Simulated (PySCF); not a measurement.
As²²⁺: ionisation energy

As²²⁺ [Ne] 3s1 (2S) → As²³⁺ [Ne] (1S), as a difference of total energies. Computed with PySCF 2.14 in an uncontracted even-tempered set (18 s from 2.2 bohr⁻², ratio 2.5; 11 p from 2.9 bohr⁻², ratio 2.5; 5 d from 11 bohr⁻², ratio 2.7; 4 f from 17 bohr⁻², ratio 2.7), with scalar relativity by spin-free X2C-1e. Correlated levels: outer shells: 1s2 frozen; virtual orbitals above 40 to 60 times the deepest correlated orbital energy dropped. The calculations carry no spin-orbit coupling.

```json
{"method": "UHF", "ionisation energy (eV)": "956.13"}
{"method": "MP2 (outer shells)", "ionisation energy (eV)": "956.77"}
{"method": "SCS-MP2 (outer shells)", "ionisation energy (eV)": "956.66"}
{"method": "CCSD (outer shells)", "ionisation energy (eV)": "956.78"}
{"method": "CCSD(T) (outer shells)", "ionisation energy (eV)": "956.78"}
```

Task: How much does correlation contribute at CCSD(T) (outer shells)?

Result: 956.78 − (956.13) = 0.65 eV, measured against UHF.

Breit and QED terms and the two-electron picture change are absent.

For comparison: 956.79 eV (semi-empirical (NIST evaluation); NIST Atomic Spectra Database, ionization energies).
